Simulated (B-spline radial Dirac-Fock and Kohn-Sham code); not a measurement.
**Hf⁵⁶⁺: eigenvalues, ΔSCF and the reference**

System: hafnium as Hf⁵⁶⁺, [Ne] 3s2 3p4.

The density-functional columns are spherical, spin-unpolarised Dirac-Kohn-Sham results without Breit or QED terms: −ε is minus the orbital energy of the initial state and ΔSCF the difference of two total energies. The reference in the last column comes from relaxed Dirac-Fock hole states (ΔSCF) with Breit and QED corrections and a finite nucleus. All numbers are from a radial B-spline solver, in eV; a selection of levels is shown. For the 1s level of heavy atoms much of the gap between ΔSCF and the reference is the Breit and QED part, -319.1 eV here; for other levels the error of the functional can be larger.

| level | LDA −ε | LDA ΔSCF | Dirac-Fock |
| --- | --- | --- | --- |
| 1s | 69357.4 | 69945.9 | 69637.6 |
| 2s | 15209.5 | 15353.3 | 15390.9 |
| 2p1/2 | 14762.8 | 14937.3 | 14894.4 |
| 3s | 6023.2 | 6083.2 | 6087.1 |
| 3p | 5646.0 | 5707.5 | 5696.8 |

Values without a named source are computed, but for edge energies of neutral atoms, which are taken from tables.
